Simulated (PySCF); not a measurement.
Isomers of H6B4. All species are isolated molecules in the gas phase. One relaxed conformer stands for each flexible species; it need not be the lowest. Strings in code marks are SMILES.

Quantity: vertical ionisation energy (energy after one electron is removed minus that of the parent at the parent's geometry), in eV.

Case: `BBBB`. Geometry of `BBBB` (neutral, multiplicity 1, Å):

```xyz
10

B      1.9607    -0.0662     0.6377
B      0.7615    -0.4607    -0.3876
B     -0.6309     0.3293    -0.6599
B     -2.0537     0.1598     0.1095
H      2.8815     0.6279     0.3100
H      1.9651    -0.4749     1.7658
H      0.9119    -1.4666    -1.0392
H     -0.5892     1.1419    -1.5528
H     -2.3182     0.8301     1.0689
H     -2.8886    -0.6207    -0.2523
```

Question: What is the computed vertical ionisation energy (energy after one electron is removed minus that of the parent at the parent's geometry) (PBE0-D4/def2-TZVP (PySCF))?

Answer: 10.20 eV.
